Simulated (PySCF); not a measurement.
C₂H₆F₂Si.

```xyz
11

C      1.5689     0.0000     0.9624
Si     0.0000     0.0000    -0.0273
C     -1.5689     0.0000     0.9624
F      0.0000     1.2954    -1.0107
F      0.0000    -1.2954    -1.0107
H      1.6255    -0.8919     1.6068
H      2.4486     0.0000     0.2997
H      1.6255     0.8919     1.6068
H     -2.4486     0.0000     0.2997
H     -1.6255    -0.8919     1.6068
H     -1.6255     0.8919     1.6068
```

Coordinates come from a B3LYP-D3(BJ)/def2-SVP optimisation.

Level of theory: B3LYP/pcSseg-1 in PySCF. Non-relativistic, no solvent.

Question: Give the absolute GIAO shielding of each atom: isotropic value and principal components (ppm). (An estimate is asked for; the answer gives what the named calculation found.)

Answer: 
```json
[
 {"atom": "C1", "σ(iso)": "181.5", "σ11": "174.8", "σ22": "179.1", "σ33": "190.7", "span": "15.8"},
 {"atom": "Si2", "σ(iso)": "324.1", "σ11": "286.5", "σ22": "294.3", "σ33": "391.5", "span": "105.0"},
 {"atom": "C3", "σ(iso)": "181.5", "σ11": "174.8", "σ22": "179.1", "σ33": "190.7", "span": "15.8"},
 {"atom": "F4", "σ(iso)": "317.2", "σ11": "245.7", "σ22": "339.1", "σ33": "366.7", "span": "121.0"},
 {"atom": "F5", "σ(iso)": "317.2", "σ11": "245.7", "σ22": "339.1", "σ33": "366.7", "span": "121.0"},
 {"atom": "H6", "σ(iso)": "31.2", "σ11": "27.4", "σ22": "28.8", "σ33": "37.5", "span": "10.1"},
 {"atom": "H7", "σ(iso)": "30.9", "σ11": "26.8", "σ22": "28.1", "σ33": "37.9", "span": "11.2"},
 {"atom": "H8", "σ(iso)": "31.2", "σ11": "27.4", "σ22": "28.8", "σ33": "37.5", "span": "10.1"},
 {"atom": "H9", "σ(iso)": "30.9", "σ11": "26.8", "σ22": "28.1", "σ33": "37.9", "span": "11.2"},
 {"atom": "H10", "σ(iso)": "31.2", "σ11": "27.4", "σ22": "28.8", "σ33": "37.5", "span": "10.1"},
 {"atom": "H11", "σ(iso)": "31.2", "σ11": "27.4", "σ22": "28.8", "σ33": "37.5", "span": "10.1"}
]
```
